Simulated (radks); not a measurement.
Values are calculated unless marked as measured or tabulated.
Q: Ionisation of Eu, [Xe] 4f7 6s2, to Eu+, [Xe] 4f7 6s1, under several functionals. Scalar-relativistic Kohn-Sham, spin-polarised, spherical densities, point nucleus; open shells are filled with parallel spins first (spin-orbit coupling, left out, can overturn this in heavy ions); a radial shooting solver on a logarithmic mesh with Libxc functionals. The NIST Atomic Spectra Database gives 5.670 eV (measured). Rank these functionals by the error of their Delta-SCF ionisation energy: BP86; Wu-Cohen GGA; PBE; LDA (Slater exchange, VWN5 correlation); exchange-only B88; revPBE; exchange-only LDA; RPBE.

A: From best to worst: PBE 5.608 eV (-0.062); BP86 5.760 eV (+0.090); RPBE 5.567 eV (-0.103); revPBE 5.531 eV (-0.140); LDA (Slater exchange, VWN5 correlation) 5.824 eV (+0.154); Wu-Cohen GGA 5.512 eV (-0.158); exchange-only B88 4.871 eV (-0.799); exchange-only LDA 4.753 eV (-0.918). Open shells are spherical and high-spin; term and fine-structure splittings are not resolved. Spin-orbit splitting is averaged out at the scalar-relativistic level.
